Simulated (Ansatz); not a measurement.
```xyz
10

O     0.169    1.916   -0.138
Si    0.432    0.340   -0.477
O     2.017    0.029   -0.298
Cl   -0.191   -0.001   -2.416
Si   -0.743   -1.118    0.916
Cl   -2.717   -0.518    0.814
H    -0.651    2.310   -0.443
H     2.655    0.588   -0.748
H    -0.309   -1.020    2.331
H    -0.662   -2.526    0.460
```

Total charge 0; spin multiplicity 1.

(1) List the PBE/def2-TZVPP orbital energies in eV (Ansatz). (An estimate is asked.)

Results:

(1) Ansatz gave: Occupied: -2739.04, -2738.99, -1781.38, -1780.58, -510.87, -510.84, -249.62, -249.57, -190.31, -190.25, -190.14, -190.14, -190.11, -190.10, -138.90, -138.26, -95.69, -95.64, -95.60, -95.06, -94.96, -94.95, -25.92, -25.37, -20.63, -20.53, -14.89, -13.45, -13.20, -11.32, -10.00, -9.69, -9.46, -9.24, -9.00, -8.66, -8.25, -7.94, -7.78, -7.66, -6.95. Lowest empty: -1.57, -0.82, -0.48, 0.30, 0.37, 0.70, 1.34, 1.60.
